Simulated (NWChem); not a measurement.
C₃H₇O, doublet; SMILES C[CH]CO

```xyz
11

C     -0.0408    -1.9027    -0.1224
C      0.4522    -0.5187     0.0819
C     -0.4646     0.6498     0.1403
O      0.1804     1.8768    -0.0792
H     -0.8676    -1.9396    -0.8517
H      0.7567    -2.5752    -0.4742
H     -0.4330    -2.3493     0.8150
H      1.4624    -0.3594     0.4775
H     -1.3145     0.4907    -0.5604
H     -0.9291     0.7313     1.1454
H      0.6605     1.7990    -0.9107
```
Atoms are numbered in this order, from 1.

Program: NWChem. Spin-unrestricted. Structure relaxed at the PBE0/def2-SVP, spin-unrestricted level. No stability test was run on the SCF state. Fermi-contact couplings, non-relativistic, static geometry.

For level PBE/pcJ-1:

```yaml
A(iso) 13C atom 2 (MHz): 98
A(iso) 13C atom 3 (MHz): -32.1
A(iso) 1H atom 7 (MHz): 150
A(iso) 1H atom 8 (MHz): -48.5
A(iso) 1H atom 9 (MHz): 49.7
A(iso) 1H atom 10 (MHz): 128
```

**Question.** Estimate the same quantities for level PBE0/IGLO-II.

**Answer.** The A(iso) 13C atom 2 (MHz) is 108 and the A(iso) 13C atom 3 (MHz) comes out as -38.7. The A(iso) 1H atom 7 (MHz) is 137. The A(iso) 1H atom 8 (MHz) is -58.3 and the A(iso) 1H atom 9 (MHz) is 43.4. The A(iso) 1H atom 10 (MHz) is 117.
